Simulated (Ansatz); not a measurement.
**Which method gave which barrier?**

Saddle point of BSiH7O2, closed shell (BH₃O₂ ([OH][BH][OH]) + SiH₄ → BSiH₅O₂ ([OH][B]([OH])[SiH3]) + H₂; bonds formed: B1–Si6, H2–H5; bonds broken: B1–H2, H5–Si6), PBE0-D4/def2-TZVP structure:

```xyz
11
angstrom
B -0.1938 0.7020 -0.0759
H 0.9806 1.4369 -0.0254
O -0.7861 0.8438 -1.3334
O -0.9351 0.9934 1.0853
H 1.0586 0.4062 -0.0420
Si 0.3871 -1.4318 -0.0456
H -1.3284 1.6352 -1.3697
H -0.4146 1.1833 1.8665
H 1.1978 -1.9493 -1.1808
H -0.9948 -1.9681 -0.1117
H 1.0285 -1.8515 1.2328
```

Ansatz 0.2.0; basis: def2-TZVPP, with def2-QZVPP for the basis limit; cores frozen in the correlated methods. B3LYP uses VWN-RPA correlation. Extrapolation: Hartree–Fock as exp(−7.88 √X), correlation as X^−2.97. Four methods, as single points on the PBE0-D4 structures, gave these electronic barriers from the start structure: 57.04, 59.99, 61.88, 82.08 kcal/mol.

**Question.** The methods were, in alphabetical order, B3LYP-D4, BLYP-D4, HF, MP2. Which gave which? (Judge from chemistry; the calculation decides.)

**Answer.** The calculation gives: BLYP-D4 57.04; B3LYP-D4 59.99; MP2 61.88; HF 82.08 kcal/mol. For comparison, CCSD(T) at an estimated basis limit (MP2 extrapolated from triple and quadruple zeta, plus CCSD(T) − MP2 in triple zeta) gives 61.57 kcal/mol.

T1 diagnostic: at most 0.014.

Labels in which every atom is bracketed show which atoms are joined, not bond orders.

For scale, one of the runs: CCSD(T)/def2-TZVPP, 233 basis functions, launched by `ansatz run in.yaml --threads 4 --pin off --events-out ev --progress --plain --max-ram 9574MiB`. The run took 94 s on 4 CPU threads of an Arm Neoverse V1 (shared host), with 4.2 GiB of host memory at its peak.
